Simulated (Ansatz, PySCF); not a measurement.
Process, species as SMILES: [NH]B(N)Cl -> [NH-]B(N)Cl (an electron is taken up)
Each molecule is optimised on its own at B3LYP-D3(BJ)/def2-TZVP (Ansatz, a first-principles code), one conformer each, not searched for the lowest. Frequencies are from Ansatz or PySCF.

Property: adiabatic electron affinity (0 K, with B3LYP-D3(BJ) harmonic zero-point energies), positive where the reaction releases energy, in eV. Cores are frozen in the correlated levels unless marked. Open shells are spin-unrestricted. No spin-orbit coupling. Non-relativistic. Anions need diffuse functions: aug- sets have them; def2-D sets add few; the other sets have none. CBS marks a two-point X^-3 extrapolation of the correlation energy; Hartree-Fock from the larger set. The bracket is a focal-point correction in the basis named.

RI-MP2/CBS(aug-cc-pV(T+d)Z,aug-cc-pV(Q+d)Z)+[CCSD(T)-MP2]/aug-cc-pV(T+d)Z (Ansatz) gives 2.49 eV.

### Question
Another calculation gave 2.35 eV. Which level was it?
(A) BHLYP/def2-TZVPD (Ansatz)
(B) SVWN5/def2-TZVPD (Ansatz)
(C) wB97M-V/def2-TZVPD (Ansatz)
(D) r2SCAN/def2-TZVPD (Ansatz)

### Answer
C, wB97M-V/def2-TZVPD (Ansatz). The others give 2.18 (r2SCAN), 1.99 (BHLYP), 2.63 (SVWN5) eV.
